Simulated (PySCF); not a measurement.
Species: C₄H₄B₂F₄.
Atom-mapped SMILES: `[F:1][B:2]([F:3])[CH2:4][C:5]#[C:6][CH2:7][B:8]([F:9])[F:10]` (hydrogens: H11, H12 on C4; H13, H14 on C7)

Geometry (PBE0-D3(BJ)/def2-SVP, Å), atoms numbered from 1 in this order:
```
atom  x, y, z in Å
F1    -2.898    1.404    0.621
B2    -3.056    0.115    0.423
F3    -4.294   -0.343    0.421
C4    -1.860   -0.875    0.196
C5    -0.542   -0.266    0.220
C6     0.542    0.272    0.246
C7     1.859    0.882    0.282
B8     3.056   -0.121    0.441
F9     2.899   -1.419    0.572
F10    4.295    0.335    0.448
H11   -1.944   -1.671    0.961
H12   -2.042   -1.397   -0.762
H13    1.936    1.616    1.106
H14    2.049    1.475   -0.632
```

Linear response at B3LYP/def2-SVPD (PySCF, frozen core in the response, non-relativistic).

Static isotropic polarisability: 73.76 au (10.93 Å³), principal values 53.4, 64.0, 103.9 au.

(1) What is the polarisability at 1064 nm and at the sodium D line?

(2) What is the isotropic C6 coefficient between two such molecules, C6 = (3/π)∫α(iω)² dω?

(3) Which effective excitation energy ω̄ makes London's formula C6 = (3/4)α²ω̄ exact here?

(4) What three-body coefficient follows from the one-pole estimate C9 = (3/4)·α·C6?

(5) How many electrons N does the Slater–Kirkwood formula C6 = (3/4)·√N·α^(3/2) need to give this C6?

(6) What molar refraction at the D line follows from R = (4π/3)·N_A·α′, with α′ the polarisability volume?

(7) The lowest 6 singlets have (eV, f): 6.00, 0.004; 6.08, 0.000; 6.13, 0.006; 6.29, 0.007; 6.33, 0.001; 6.34, 0.000. What share of the static polarisability do they carry in the sum over states α = Σ f/ω²?

(8) What n − 1 at the D line would an ideal gas of it have at 273.15 K and 1 atm (2.6868 × 10¹⁹ cm⁻³), by n − 1 = 2π·N·α′?

Results:

(1) 74.34 au at 1064 nm (+0.8 %), 75.71 au at 589.3 nm (+2.6 %). The rise at 589.3 nm is 3.35 times that at 1064 nm; a pure ω² law gives 3.26. The lowest singlet lies at 207 nm, shorter than both wavelengths.

(2) 2398 au (Eh·bohr⁶) by a ten-point quadrature over imaginary frequencies, which is 1430 eV·Å⁶ or 138 J·nm⁶/mol.

(3) ω̄ = 4·C6/(3α²) = 0.588 Eh = 16.0 eV. A one-pole form α(ω) = α/(1 − ω²/ω̄²) fitted to the 1064 nm value gives 13.2 eV.

(4) 133000 au. This is an estimate from the two numbers above, not a computed integral.

(5) N = (4·C6/3)²/α³ = 25.5; the species has 74 electrons in all.

(6) α′ = 11.22 Å³ gives R = 28.30 cm³/mol, for isolated, non-vibrating species.

(7) 0.36 au, 0.5 % of α; the largest term, 0.14 au, is that of the state at 6.29 eV. Their oscillator strengths add up to 0.02. Higher states carry the rest.

(8) 18.94 × 10⁻⁴, a formal value whether or not that pressure can be reached.

The run took about 2 min of CPU time (one thread, shared machine). This is the whole response run at B3LYP/def2-SVPD, SCF included.

One conformer stands for the species.
